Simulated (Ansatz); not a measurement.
FH2SeSi, SMILES `F[SiH][SeH]` radical at its PBE0-D4/def2-TZVP geometry, where that method's forces vanish. Charge 0, multiplicity 2.

```xyz
5

F    -0.3544    1.9859   -0.0745
Si   -0.4110    0.4350   -0.4770
Se    1.4024   -0.5057    0.5304
H    -1.6960   -0.1032    0.0719
H     1.0591   -1.8119   -0.0508
```

(1) What forces (eV/Å) does PBE-D4/def2-TZVPP give on these atoms in the Gaussian-basis code of Ansatz? (An estimate is asked.)

## Answers

(1) Ansatz gave: 
```
F1   0.019  0.641  0.182
Si2 -0.054 -0.465 -0.415
Se3  0.285  0.115  0.241
H4  -0.178 -0.072  0.098
H5  -0.071 -0.218 -0.106
```
